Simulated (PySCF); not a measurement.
Deuteron quadrupole couplings in `CN[SiH2][C@@H]([SiH3])[SiH2]F`

C₂H₁₂FNSi₃.
Cartesian coordinates in Å at the GFN2-xTB level; atoms count from 1:
```xyz
19
C2H12FNSi3 angstrom
C      2.2165   -1.4276    0.7490
N      1.6778   -0.9918   -0.5180
Si     0.8467    0.4969   -0.7545
C     -0.6219    0.5693    0.4513
Si    -1.6659    2.1353    0.1682
Si    -1.6611   -1.0084    0.4061
F     -2.8822   -0.8309    1.4554
H      1.5521   -1.1056    1.5469
H      3.2138   -1.0176    0.9452
H      2.2819   -2.5176    0.7728
H      2.2475   -1.3172   -1.2838
H      1.6693    1.7061   -0.5487
H      0.4217    0.4183   -2.1535
H     -0.2122    0.6587    1.4621
H     -0.8214    3.3211    0.3536
H     -2.7707    2.2061    1.1255
H     -2.1941    2.1348   -1.1985
H     -0.9807   -2.1932    0.9136
H     -2.3270   -1.2274   -0.8699
```

Level: PBE0/pcSseg-1 (PySCF, non-relativistic); Q(2H) = 0.00286 b; rigid geometry, the same for H and D, with no vibrational averaging.

Question: Rank these positions by the coupling χzz of a deuteron there, largest first.
A. H9 (methyl hydrogen)
B. H11 (N–H hydrogen)
C. H15 (Si–H hydrogen)
D. H10 (methyl hydrogen)
E. H8 (methyl hydrogen)
F. H12 (Si–H hydrogen)

Answer: B (283 kHz), E (209 kHz), D (203 kHz), A (198 kHz), C (107 kHz), F (101 kHz).

Q: What are Vzz, η and χzz (234.96 MHz × Q × Vzz) at all hydrogens?

A: 
```csv
atom,bonded to,bond length (Å),Vzz (au),η,χzz (kHz)
H8,C1,1.087,0.3111,0.07,209
H9,C1,1.096,0.2951,0.05,198
H10,C1,1.092,0.3022,0.05,203
H11,N2,1.008,0.4216,0.18,283
H12,Si3,1.477,0.1508,0.01,101
H13,Si3,1.464,0.1611,0.04,108
H14,C4,1.094,0.3161,0.01,212
H15,Si5,1.467,0.1599,0.02,107
H16,Si5,1.464,0.1618,0.01,109
H17,Si5,1.465,0.1615,0.02,109
H18,Si6,1.457,0.1642,0.01,110
H19,Si6,1.456,0.1643,0.00,110
```

Q: Average by the element that carries the hydrogen.

A: on C: 206 kHz over 4 positions, mean bond length 1.092 Å; on N: 283 kHz over 1 position, mean bond length 1.008 Å; on Si: 108 kHz over 7 positions, mean bond length 1.464 Å.

Q: How does χzz go with the bond length over the 7 Si–H bonds?

A: A straight-line fit has a slope of -4.2 kHz for each 0.01 Å, with a correlation coefficient of -0.95, over lengths from 1.456 to 1.477 Å. The longer bonds have the smaller couplings here.

Q: A static deuteron (I = 1) shows a doublet split by (3/2)χ, (3/4)χ(1 + η) and (3/4)χ(1 − η) with the field along z, y and x of the gradient. What are these for H10?

A: With |χ| = 203.1 kHz and η = 0.050: 305, 160 and 145 kHz, to first order and without motion.

The structure is a single GFN2-xTB conformer in the gas phase; no vibrational or solvent corrections. GFN2-xTB bond lengths can be off by several hundredths of an ångström, more for odd bonds, and the gradients follow them. A larger basis could move these couplings by a tenth or more.

The run behind these numbers computed NMR shieldings as well. Cost: about 90 s of CPU time on one thread; the machine was shared, so the figure is rough.
